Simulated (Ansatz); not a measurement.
Reaction (ligand exchange at the Si–O bond): `O[Si](F)(Cl)Cl` + `O[SiH2]S` → `O[SiH2]S[Si](F)(Cl)Cl` + H₂O

Gas-phase electronic energies from Ansatz, PBE0-D4/def2-TZVP geometries. CCSD(T)/CBS adds triple-zeta CCSD(T) − MP2 to the extrapolated MP2 energy (def2 sets, frozen cores). This one scheme is used for every species. Functionals use def2-TZVPP. B3LYP here is the variant with VWN-RPA as its local correlation; programs differ in this. One conformer a species, not always the lowest.

`O[Si](F)(Cl)Cl`:

Z-matrix (Å, degrees):
```
Si
F 1 1.579
Cl 1 2.026 2 106.6
O 1 1.612 2 111.1 3 121.9
Cl 1 2.011 2 108.3 3 -119.9
H 4 0.959 1 118.9 2 -75.5
```

`O[SiH2]S`:

Cartesian coordinates in Å:
```
O 1.452 0.175 0.346
Si 0.066 0.084 -0.529
S -1.691 -0.042 0.674
H 1.493 0.841 1.034
H -0.176 1.301 -1.344
H 0.237 -1.117 -1.373
H -1.381 -1.242 1.193
```

`O[SiH2]S[Si](F)(Cl)Cl`:

```xyz
10

O     0.075    0.046    2.250
Si   -0.859    0.715    1.090
S    -1.377   -0.685   -0.478
Si    0.471   -0.679   -1.453
F     1.641   -0.668   -0.370
Cl    0.665   -2.352   -2.570
Cl    0.786    0.948   -2.620
H     0.944   -0.266    1.989
H    -2.148    1.064    1.716
H    -0.198    1.876    0.446
```

H₂O:

Cartesian coordinates in Å:
```
O 0.182 -0.093 0.331
H 0.410 -0.370 -0.559
H -0.592 0.464 0.228
```

```csv
level,ΔE (kcal/mol),difference from CCSD(T)/CBS
PBE-D4,7.0,-2.7
r2SCAN-D4,10.4,0.7
PBE0-D4,8.1,-1.6
B3LYP-D4,9.9,0.2
ωB97X-V,10.8,1.1
ωB97M-V,10.5,0.8
B2PLYP,12.8,3.1
PBE,9.6,-0.1
r2SCAN,11.1,1.4
PBE0,10.4,0.7
B3LYP,14.1,4.4
HF/def2-TZVPP,18.0,8.3
MP2/def2-TZVPP,9.7,0.0
SCS-MP2/def2-TZVPP,11.6,1.9
CCSD/def2-TZVPP,12.7,3.0
CCSD(T)/def2-TZVPP,11.4,1.7
HF/def2-QZVPP,18.3,8.6
MP2/def2-QZVPP,8.9,-0.8
SCS-MP2/def2-QZVPP,10.9,1.2
HF/CBS(def2),18.3,8.6
MP2/CBS(def2),8.1,-1.6
CCSD/CBS(def2),11.1,1.4
CCSD(T)/CBS,9.7,0
```

Largest T1 diagnostic among the species: 0.011.

In def2-TZVPP, CCSD(T) changes the Hartree–Fock value by −6.7 kcal/mol (the triples alone add −1.4 kcal/mol) and MP2 by −8.3 kcal/mol. The D4 term adds −4.1 kcal/mol with B3LYP and −2.4 kcal/mol with PBE0; it sums over pairs of atoms, weighted by their polarisabilities, and B3LYP, whose exchange is more repulsive, gets the larger term.
